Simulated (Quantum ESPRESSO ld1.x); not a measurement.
The numbers below are computed, except where a source is named.
Question: Coherent X-ray form factor from a spherical all-electron density. Code: ld1.x of Quantum ESPRESSO 7.5. Model: Dirac Kohn-Sham, PBE, spin-unpolarised, spherical densities, point nucleus.

sin(theta)/lambda (1/angstrom),f0 (electrons)
0.05,5.907
0.1,5.641
0.15,5.243
0.2,4.763
0.25,4.254
0.3,3.760
0.4,2.919
0.5,2.327
0.6,1.949
0.8,1.568
1,1.379
1.25,1.190
1.5,1.005
2,0.681

The species is in the configuration that NIST lists as its ground one. Which atom or ion scatters so?

Answer: The oxygen ion O2+, [He] 2s2 2p2. Extrapolating in s^2 from the first two rows gives f0(0) = 6.0, near the electron count 6; among species with that count, the fall with angle is slower the higher Z, and the table is that of Z = 8; from so few rows the species is fixed only to a neighbour or two.
